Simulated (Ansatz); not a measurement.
Basis-set series for C11H20O2 (`CC(C)(C)C(=O)CC(=O)C(C)(C)C`). Charge 0, multiplicity 1. All single points use the PBE0-D4/def2-TZVP geometry. It is one conformer, not always the lowest.

```xyz
33

C    -0.8989    0.3667    2.7890
C    -0.8223    1.3096    1.5933
C    -1.7548    2.5002    1.8016
C     0.6196    1.8139    1.4346
C    -1.1893    0.6398    0.2649
O    -1.5107    1.3015   -0.6912
C    -1.0991   -0.8764    0.1317
C     0.3278   -1.3265   -0.1617
O     1.0381   -1.6782    0.7479
C     0.8599   -1.2796   -1.5978
C     1.7824   -2.4781   -1.8049
C     1.6763    0.0164   -1.7097
C    -0.2412   -1.2756   -2.6524
H    -0.6477    0.9186    3.6981
H    -1.9070   -0.0367    2.9206
H    -0.1976   -0.4645    2.6982
H    -1.4560    3.0476    2.6988
H    -2.7893    2.1730    1.9335
H    -1.7206    3.1770    0.9483
H     0.9094    2.3586    2.3368
H     1.3231    0.9902    1.3010
H     0.7018    2.4918    0.5829
H    -1.7685   -1.1592   -0.6777
H    -1.3967   -1.3648    1.0569
H     2.2444   -2.4190   -2.7933
H     2.5678   -2.5016   -1.0499
H     1.2275   -3.4180   -1.7462
H     1.0489    0.9009   -1.5853
H     2.4725    0.0389   -0.9632
H     2.1332    0.0670   -2.7014
H    -0.8825   -0.3965   -2.5687
H     0.2134   -1.2647   -3.6461
H    -0.8640   -2.1724   -2.5886
```

| functional | basis | functions | energy (Eh) | HOMO (eV) | LUMO (eV) |
| --- | --- | --- | --- | --- | --- |
| PBE0-D4 | def2-SVP | 282 | -580.59823 | -7.09 | -1.11 |
| PBE0-D4 | def2-QZVPP | 1341 | -581.26399 | -7.17 | -1.26 |
| ωB97M-V | def2-SVP | 282 | -580.96701 | -9.44 | 1.15 |
| ωB97M-V | def2-QZVPP | 1341 | -581.66483 | -9.53 | 0.92 |

Question: Give the rows for def2-TZVPP. (An estimate is asked.)

Answer: Computed: 
```
functional       basis  functions  energy (Eh)  HOMO (eV)  LUMO (eV)
   PBE0-D4  def2-TZVPP        683   -581.23259      -7.15      -1.23
   ωB97M-V  def2-TZVPP        683   -581.63461      -9.52       0.97
```

Positive LUMOs are unbound and depend on the basis.
